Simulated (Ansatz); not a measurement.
The lowest singlet and triplet of ClGa (SMILES [Cl][Ga]); geometries from B3LYP-D3(BJ)/def2-TZVP, each state relaxed from the structure named, with no frequency check.
Singlet (charge 0, multiplicity 1):
```json
[
 {"atom": "Cl", "x (Å)": "0.0000", "y (Å)": "0.0000", "z (Å)": "-1.4460"},
 {"atom": "Ga", "x (Å)": "0.0000", "y (Å)": "0.0000", "z (Å)": "0.7929"}
]
```

A positive gap puts the triplet lower; no zero-point energy. R- takes a restricted singlet. The triplet is unrestricted in single-reference levels. Active spaces average the two states.

Correlated levels freeze the cores. Filled d and f shells under p-block atoms count as core.

Programs: Ansatz (Gaussian orbitals). Each number belongs to the level named beside it.

### Question
What is the computed gap E(singlet) − E(triplet), vertical, at the singlet's geometry (FIC-MRCISD+Q on SA-CASSCF(2,3)/def2-QZVPP)?

### Answer
-3.42 eV

### Question
Give the gap E(singlet) − E(triplet), vertical, at the singlet's geometry at the level R-HF/def2-QZVPP.

### Answer
-2.64 eV

### Question
What gap E(singlet) − E(triplet), vertical, at the singlet's geometry does R-MP2/def2-QZVPP give?

### Answer
-3.27 eV

Ansatz is a first-principles code.
